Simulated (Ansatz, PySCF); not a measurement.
Noncovalent pair: dimethyl selenide (SMILES C[Se]C) (first 9 atoms) with HF (SMILES F); geometry from B3LYP-D3(BJ)/def2-TZVP, rigid monomers moved along the line of their centres of mass till Se2···H11 is 2.03 Å.
(charge 0, multiplicity 1):
```xyz
11

C     -1.38934    -0.95033     0.90298
Se    -0.09159     0.47205     0.52497
C      1.37135    -0.69044    -0.07386
H     -0.98035    -1.62656     1.64940
H     -2.28233    -0.46804     1.29352
H     -1.62881    -1.48171    -0.01477
H      1.63673    -1.38040     0.72317
H      2.21701    -0.04454    -0.29801
H      1.06999    -1.22753    -0.96980
F      0.91563    -0.08575     3.23461
H      0.59555     0.28743     2.42338
```

Counterpoise-corrected where a basis set is named; no monomer relaxation. Rows marked so take none.

Cores are frozen in the correlated methods. Filled d and f shells under p-block atoms count as core. Rows in 3-21G carry no dispersion term and start afresh at each structure; the Pople sets are all-electron and without relativity.

Run with Ansatz (Gaussian basis) for Hartree–Fock, density functionals and correlated methods; PySCF for 3-21G rows. 

### Question
Estimate the interaction energy that HF/3-21G (no counterpoise) returns for this input.

### Answer
-45 meV

### Question
What is the computed interaction energy (CCSD(T)/aug-cc-pVDZ)?

### Answer
-195 meV

### Question
Estimate the interaction energy that wB97M-V/def2-TZVPPD returns for this input.

### Answer
-290 meV

Ansatz is a first-principles code.
